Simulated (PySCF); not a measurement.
Computed structure and properties of [TmOF]−

System: [TmOF]− (singlet in the valence; each metal's 4f electrons, 13 of them, lie in its core potential, out of spins and levels); start: template (Cs). Method: PySCF 2.14.0, RKS PBE0, Tm lcecp-0-SVP with ECP59, O def2-SVP, F def2-SVP; non-relativistic Hamiltonian with scalar-relativistic core potentials where named; density fitting; no spin-orbit coupling.

Input of the relaxation:

```python
mol = gto.M(atom='''
Tm     0.05033     0.00000    -0.14439
O      1.78623     0.00000     0.63251
F     -1.95137     0.00000     0.75141''',
    basis={'Tm': 'lcecp-0-SVP', 'O': 'def2-SVP', 'F': 'def2-SVP'},
    ecp={'Tm': 'lcecp-0-SVP'},
    charge=-1, spin=0)
mf = dft.RKS(mol, xc='PBE0')
mf.grids.atom_grid = (50, 194)  # f atoms: unpruned, at least (60, 302)
mf = mf.density_fit()  # fitting sets: Tm AutoAux, O def2-universal-JKFIT, F def2-universal-JKFIT
mf.conv_tol = 1e-08; mf.max_cycle = 55
mf.kernel(dm0)  # dm0: converged density of the start geometry
# quasi-Newton relaxation in Cartesian coordinates to a largest gradient under 0.00045 Eh/bohr, steps kept in the point group
```

Run from Python with OMP_NUM_THREADS=2; the lines above give its settings. Where DIIS fails, smearing, a level shift and second-order steps follow.
It took 8.2 s on 2 threads of Arm Neoverse V1, with other jobs on the host, from the converged density of the start.

Course of the relaxation:

```
step  energy above end (eV)  largest force component within the symmetry (eV/Å)
   0                 0.2238                                               2.955
   1                 0.0261                                               0.934
   2                 0.0030                                               0.296
   3                 0.0006                                               0.076
   4                 0.0002                                               0.041
   5                 0.0001                                               0.029
   6                 0.0000                                               0.021
```

Relaxed geometry (Cs):

```xyz
3

Tm   -0.0027    0.0000   -0.2253
O     1.8221    0.0000    0.6872
F    -1.9343    0.0000    0.7776
```

```csv
contact,Å
Tm1–O2 (O),2.040
Tm1–F3 (F),2.176
```

On the finer grid (75, 302):

```
HOMO                                                          : not given (4f levels lie in the core)
LUMO                                                          : not given (4f levels lie in the core)
Dipole about the centre of mass                               : 7.55 D
Set of Mulliken populations of Tm1 outside the core potential : s 2.28, p 6.32, d 1.10, f 0.03
D3(BJ) dispersion energy (not in the energies)                : -0.025 eV
```

```
atom  Mulliken (e)  Löwdin (e)  spin (e)
 Tm1          0.27        0.11      0.00
  O2         -0.68       -0.62      0.00
  F3         -0.58       -0.49      0.00
```

The 4f levels lie in the core potential and are missing. The highest filled level lies above zero, as often for anions with such functionals and bases; it isn't the detachment energy.

On the grid (50, 194), as all that follows. Harmonic modes: a minimum; lowest 113 cm⁻¹ (negative: unstable), highest 566 cm⁻¹, zero-point energy 0.068 eV.

Rigid scan of O along the line from its metal:

distance to O2 (Å), energy (eV) and a bar:
```
     1.74      1.201 ##############################
     1.84      0.458 ###########
     1.94      0.098 ##
     2.04      0.000 
     2.14      0.075 ##
     2.24      0.260 ######
     2.34      0.510 #############
     2.49      0.942 ########################
```

Taking off one F (charge -1, singlet; the rest: singlet) in vacuum, both parts rigid, costs 4.64 eV; the small basis without counterpoise inflates it.

Rigid scan of F along the line from its metal:

| distance to F3 (Å) | energy (eV) |
| --- | --- |
| 1.88 | 0.799 |
| 1.98 | 0.301 |
| 2.08 | 0.064 |
| 2.18 | 0.000 |
| 2.28 | 0.045 |
| 2.38 | 0.158 |
| 2.58 | 0.482 |
| 2.88 | 1.029 |
| 3.28 | 1.691 |
| 3.78 | 2.347 |

One start shape was tried, so this needn't be the lowest isomer.

An lcecp potential fixes the number of 4f electrons, so in runs with it no electron can move into or out of that shell.
